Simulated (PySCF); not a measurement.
## Level of theory and bond dissociation enthalpies: `CCO[SiH3]` (C2H8OSi)

Numbering: `[CH3:1][CH2:2][O:3][SiH3:4]`

All levels share the PBE0-D3(BJ)/def2-SVP structures and the GFN2-xTB thermal terms; only the single-point energies (PySCF) change. Values are bond dissociation enthalpies (298 K, kJ/mol).

At B97-2/ma-def2-SVP (grid 1):
```csv
quantity,value
C1–C2,367
C2–O3,378
Si4–H,372
C2–H,378
C1–H,417
```

What does ωB97X-D3(BJ)/def2-TZVP give?

C1–C2: 368 (change 1); C2–O3: 388 (change 9); Si4–H: 388 (change 17); C2–H: 390 (change 12); C1–H: 423 (change 7).

Note: ma-def2-SVP is a small basis, whose errors can reach tens of kJ/mol; the order of C1–C2 and Si4–H, of Si4–H and C2–H, of C2–H and C2–O3 is undecided: the gaps lie inside the method's error (some 20 kJ/mol, one structure a species).

Differences come from unrounded values, so a last digit can differ from that of the printed terms.
